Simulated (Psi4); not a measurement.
# How methods differ on CH3CdFS (SMILES C[S][Cd][F])

The species is CH3CdFS (7 atoms), meant as a singlet with charge 0. SMILES: `C[S][Cd][F]`. Geometry: optimised at PBE0/def2-TZVP.

Quantity: the HOMO–LUMO gap, in eV. The values are calculated.

```
                                                 level                    kind  program  value (eV)  CPU time
   PBE-D4/def2-TZVPP (density fitting, core potential)                     GGA     Psi4        3.32      39 s
r2SCAN-D4/def2-TZVPP (density fitting, core potential)                meta-GGA     Psi4        3.79      75 s
 B3LYP-D4/def2-TZVPP (density fitting, core potential)           global hybrid     Psi4        4.83      35 s
  PBE0-D4/def2-TZVPP (density fitting, core potential)           global hybrid     Psi4        5.36      35 s
  wB97M-V/def2-TZVPP (density fitting, core potential)  range-separated hybrid     Psi4        9.27      85 s
```

The values span 3.32 to 9.27 eV. Orbital gaps aren't excitation energies; they tend to grow with the share of exact exchange. CPU times are rough (shared hosts, several kinds of processor): they show what a rung costs within a factor of a few.
